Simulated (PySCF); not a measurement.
C3H5, SMILES [CH]1CC1, multiplicity 2. Atoms are numbered in the order given.

```xyz
8

C      0.1669    -0.8676     0.0000
C     -0.0305     0.3621     0.7662
C     -0.0305     0.3621    -0.7662
H     -0.3493    -1.8144     0.0000
H     -0.9665     0.5126     1.2958
H      0.8236     0.8247     1.2507
H      0.8236     0.8247    -1.2507
H     -0.9665     0.5126    -1.2958
```
Charge 0, spin multiplicity 2.

Geometry: B3LYP-D3(BJ)/def2-TZVP.

Computed with B3LYP/pcH-1 (PySCF).

Unrestricted Kohn–Sham, ⟨S²⟩ = 0.753. Hyperfine tensors hold the contact and dipolar terms, without spin-orbit corrections.

### Question
Estimate the hyperfine couplings. (Estimate from the structure and the level; the computed values follow.)

### Answer

| nucleus | A(iso) (MHz) | A(iso) (G) | dipolar principal values (MHz) |
|---|---|---|---|
| 13C no. 1 | 277.6 | 99.0 | -76.9, -72.7, 149.6 |
| 13C no. 2 | -20.3 | -7.2 | -4.7, 0.0, 4.8 |
| 13C no. 3 | -20.3 | -7.2 | -4.7, 0.0, 4.8 |
| 1H no. 4 | -14.3 | -5.1 | -33.7, -4.0, 37.6 |
| 1H no. 5 | 56.2 | 20.1 | -5.3, -2.1, 7.4 |
| 1H no. 6 | 85.1 | 30.4 | -6.4, -4.0, 10.4 |
| 1H no. 7 | 85.1 | 30.4 | -6.4, -4.0, 10.4 |
| 1H no. 8 | 56.2 | 20.1 | -5.3, -2.1, 7.4 |

### Question
And the g tensor (effective nuclear charges for spin-orbit coupling, GIAO)? (The exact figures need the calculation; the answer reports its results.)

### Answer
principal values 2.0022, 2.0029, 2.0033; isotropic 2.0028.
